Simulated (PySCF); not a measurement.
Ionisation energy of Te(50+) by level of theory

Te(50+) 1s2 (1S) → Te(51+) 1s1 (2S), as a difference of total energies. Computed with PySCF 2.14 in an even-tempered Gaussian basis (15 s from 110 bohr⁻², ratio 2.2; 7 p from 160 bohr⁻², ratio 2.4; 4 d from 480 bohr⁻², ratio 2.4; 3 f from 720 bohr⁻², ratio 2.4; 3 g from 1100 bohr⁻², ratio 2.4), with the non-relativistic Hamiltonian (point nucleus). Correlated levels: nothing frozen; virtual orbitals above 40 to 60 times the deepest correlated orbital energy dropped. The calculations carry no spin-orbit coupling.

```tsv
method	ionisation energy (eV)
UHF	35908.4
MP2 (all electrons)	35909.7
SCS-MP2 (all electrons)	35909.9
CCSD (all electrons)	35909.7
```

The gap to the reference is mostly relativistic.

With two correlated electrons CCSD is exact in that space.

For comparison: 37196.5 eV (theoretical estimate listed by NIST; NIST Atomic Spectra Database, ionization energies).
